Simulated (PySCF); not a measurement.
Which level of theory gave which numbers?

Compound: 1,1-difluoro-2-vinylcyclopropane, C5H6F2.
SMILES: `C=C[C@@H]1CC1(F)F`

The closed-shell ground state was solved 4 times with PySCF (density fitting, gas phase), always in the pcSseg-1 basis (149 functions), with these functionals: B97-2, BLYP, HF and PBE0. One conformer (not necessarily the lowest) at the PBE0-D3(BJ)/def2-SVP geometry, without solvent, vibrations or thermal averaging.

```
row  total energy (Eh)  HOMO (eV)  LUMO (eV)  dipole (D)
  P          -393.6254      -6.02      -0.88        1.74
  Q          -393.3070      -7.36      -0.02        1.94
  R          -393.6016      -7.11      -0.07        1.94
  S          -391.5893      -9.81       3.87        2.30
```

Question: Which functional belongs to which row?

Answer: P = BLYP, Q = PBE0, R = B97-2, S = HF. By rising HOMO–LUMO gap: BLYP (GGA) 5.14 eV; B97-2 (global hybrid, 21 % exact exchange) 7.04 eV; PBE0 (global hybrid, 25 % exact exchange) 7.34 eV; HF (all exact exchange) 13.68 eV. Total energies of different functionals aren't bounds to one another; each is stationary for its own functional.

Conformer computed: `[CH2:1]=[CH:2][C@@H:3]1[CH2:4][C:5]1([F:6])[F:7]`: C1–C2–C3–C4 -142°.
